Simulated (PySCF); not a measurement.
# Löwdin shares of the frontier orbitals

Compound: C4H12BPSi.
Z-matrix (Å and degrees, GFN2-xTB geometry), rows numbered from 1:
```
B 
P   1  1.9411
C   2  1.8293  1  131.48
C   3  1.4824  2  119.20  1     4.59
C   4  1.3198  3  123.73  2    41.65
C   3  1.5261  2   65.55  1  -106.84
Si  6  1.8922  2  119.70  3  -112.30
H   1  1.1892  2  103.57  3    25.91
H   1  1.1898  2  103.96  3   145.56
H   1  1.1887  2  105.60  3   -94.69
H   2  1.4014  1  124.84  3   153.67
H   3  1.0893  2  116.83  6  -107.00
H   4  1.0842  3  115.31  2  -139.59
H   5  1.0765  4  122.14  3   178.97
H   5  1.0787  4  121.08  3    -1.29
H   6  1.0870  2  114.45  3   106.90
H   7  1.4572  6  111.58  2    35.58
H   7  1.4626  6  107.26  2   -87.30
H   7  1.4692  6  106.57  2   155.41
```

Method used: TDDFT B3LYP/def2-SVPD, vertical, gas phase, core orbitals frozen in the response (PySCF).

Frontier orbitals with the atoms that hold most of them (Löwdin shares over 4%, at most four atoms; ? is withheld):

```json
{"orbital": "HOMO-3", "ε (eV)": "-8.48", "atoms": "B1 25%, P2 21%, C6 11%, H8 9%"}
{"orbital": "HOMO-2", "ε (eV)": "-8.40", "atoms": "B1 34%, H8 20%, H10 14%, P2 7%"}
{"orbital": "HOMO-1", "ε (eV)": "-7.86", "atoms": "?"}
{"orbital": "HOMO", "ε (eV)": "?", "atoms": "C5 19%, C4 18%, P2 12%, C6 11%"}
{"orbital": "LUMO", "ε (eV)": "-0.79", "atoms": "?"}
{"orbital": "LUMO+1", "ε (eV)": "-0.35", "atoms": "P2 28%, C3 13%, H11 12%, C6 12%"}
{"orbital": "LUMO+2", "ε (eV)": "0.01", "atoms": "C4 15%, P2 12%, C6 11%, C5 9%"}
```

(1) Give the leading atoms of the HOMO-1.

(2) Give the leading atoms of the LUMO.

(3) What is the HOMO energy, and the HOMO–LUMO gap?

## Answers

(1) B1 (bonded to P and 3 H) 18%; C4 (bonded to 2 C and H) 15%; H9 (bonded to B) 14%; C3 (bonded to 2 C, P and H) 12%. By element: carbon 27% or more, boron 18%, hydrogen 14% or more.

(2) C5 (bonded to C and 2 H) 23%; C4 (bonded to 2 C and H) 19%; P2 (bonded to B, 2 C and H) 10%; C3 (bonded to 2 C, P and H) 9%. By element: carbon 50% or more, phosphorus 10%.

(3) ε(HOMO) = -7.50 eV; the gap is 6.71 eV (0.2465 hartree).

Task: How does S1 compare with the orbital gap of 6.71 eV?

Result: S1 is at 5.99 eV (f = 0.046), 0.72 eV below the gap, made of HOMO→LUMO (77%), HOMO-1→LUMO (17%). 

Next come S2 at 6.23 eV (f 0.018), HOMO→LUMO+1 (59%), HOMO-1→LUMO (26%), HOMO→LUMO (9%); S3 at 6.39 eV (f 0.028), HOMO-1→LUMO (40%), HOMO→LUMO+1 (28%), HOMO→LUMO+2 (20%); S4 at 6.66 eV (f 0.027), HOMO-1→LUMO+1 (53%), HOMO→LUMO+2 (26%), HOMO-2→LUMO (8%); S5 at 6.74 eV (f 0.050), HOMO-2→LUMO (32%), HOMO-1→LUMO+1 (22%), HOMO→LUMO+2 (20%).

One conformer stands for the species.
